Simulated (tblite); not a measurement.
C6H6FOS (doublet state).
Structure used (GFN2-xTB), in Å, numbered top down from 1:
```
atom  x, y, z in Å
C1     2.4683   -0.6476    0.1546
C2     1.6542    0.3690   -0.1098
C3     0.2168    0.3594    0.0819
C4    -0.5724    1.4064   -0.1733
S5    -2.3151    1.1670    0.2236
O6    -3.1327    1.4702   -0.9482
C7    -1.9504   -0.5850    0.3409
F8    -2.8323   -1.3491    1.0124
C9    -0.5077   -0.8658    0.5597
H10    2.1177   -1.5881    0.5440
H11    3.5283   -0.5714   -0.0137
H12    2.0559    1.2964   -0.4949
H13   -0.2503    2.3698   -0.5250
H14   -0.1923   -1.7517   -0.0035
H15   -0.2923   -1.0714    1.6173
```

Calculated harmonic vibrations of the isolated species, GFN2-xTB (tblite), most abundant isotopes, no scaling. Errors from tens to a few hundred cm⁻¹ against measured bands are possible. One conformer, not necessarily the lowest. Open shells enter through the occupations alone, without spin polarisation, and single modes of such species can be off by tens of per cent.

Harmonic wavenumbers (cm⁻¹): 72.2, 99.0, 144.9, 181.0, 193.7, 266.4, 329.0, 380.1, 412.2, 440.1, 470.1, 551.1, 609.1, 648.3, 755.1, 785.6, 887.0, 897.9, 907.0, 1003.3, 1008.6, 1061.1, 1087.9, 1100.4, 1132.3, 1168.2, 1248.7, 1288.1, 1316.5, 1403.1, 1419.8, 1620.7, 1660.5, 2870.6, 2925.8, 3069.5, 3114.4, 3133.0, 3140.8.

A = 2571, B = 975.7, C = 735.5 MHz; mass 145.012 u (most abundant isotopes); point group C1, symmetry number 1; spin multiplicity 2.

Problem. Zero-point energy?

Solution. Half the sum of the wavenumbers: 22402 cm⁻¹ = 64.05 kcal/mol.

Problem. What is S at 400 K and 1 bar for an ideal gas of classical rigid rotors and harmonic oscillators?

Solution. Translation 42.31, rotation 30.42, vibration 33.32, spin (R ln 2) 1.38: S = 107.4 cal/(mol K).

Problem. And Cp and H(400 K) − H(0)?

Solution. Cp = 43.61 cal/(mol K), of which vibrations give 35.66 (their classical limit is 39 R = 77.5); H(400 K) − H(0) = 10.42 kcal/mol without the zero-point energy, 7.24 from vibrations.

Problem. Which modes carry the vibrational entropy at 400 K?

Solution. 72.2 cm⁻¹: 4.67; 99.0 cm⁻¹: 4.05; 144.9 cm⁻¹: 3.30; 181.0 cm⁻¹: 2.87; 193.7 cm⁻¹: 2.75; 266.4 cm⁻¹: 2.15 cal/(mol K); the other 33 give 13.53 together.

Problem. Blend soft modes into free rotors: weight 1/[1 + (100 cm⁻¹/ν̃)⁴] for the oscillator and the rest for a rotor with moment μB/(μ + B), μ = h/(8π²ν), B = 10⁻⁴⁴ kg m². What vibrational entropy results?

Solution. 31.79 cal/(mol K) in place of 33.32, which changes −T·S at 400 K by +0.61 kcal/mol.

Hindered rotation and anharmonicity are outside this model. Other conformers, if any are populated, would add a mixing term that is left out. The structure is chiral; the term R ln 2 for an equal mix with its mirror image is left out.

Time: 1.1 s of wall time. Hardware: an AMD EPYC with one thread, no GPU, shared host. This covers the Hessian and the dipole derivatives.
